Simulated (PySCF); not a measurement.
BFH, SMILES [BH]F (connectivity only; charge and spin as stated), charge +1, multiplicity 1. Coordinates come from a PBE0-D3(BJ)/def2-TZVPD optimisation. The spin state was assumed, not searched. The isomer is the one that the SMILES or the coordinates give; other isomers of the formula were not compared.

TDA-ωB97X/def2-TZVPD run with PySCF puts the lowest singlet excitations at 11.47, 11.47, 11.70, 11.80, 11.80, 14.57 eV and the lowest triplet (TDA) at 9.41 eV.

Q: What are the lowest singlet roots from EOM-CCSD/aug-cc-pVDZ in PySCF? (The exact figures need the calculation; the answer reports its results.)

A: 11.56, 11.56, 12.10, 12.12, 12.12, 14.25 eV; triplets 9.66, 9.66, 11.08 eV. S1 differs by 0.09 eV (second minus first; roots are paired by order, and the bases may differ).
